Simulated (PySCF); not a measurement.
Method: PBE-D3(BJ)/def2-TZVP // r2SCAN-D4/def2-TZVP in PySCF 2.14.0. Isolated molecules, 0 K electronic values unless said otherwise. One relaxed conformer stands for a flexible species; it need not be the lowest. 

Reference species (SMILES): `O=[Si](O)[SiH3]` (Si–Si–O–H torsion 0°) (neutral, multiplicity 1).

```yaml
HOMO: -6.56 eV
LUMO: -2.52 eV
```

Changed species: `[SiH](=O)O[SiH3]` (O–Si–O–Si torsion 1°).

Question: Give the shifts of the HOMO and LUMO.

Answer: the HOMO falls by 0.29 eV, to -6.85 eV; the LUMO rises by 0.47 eV, to -2.05 eV.
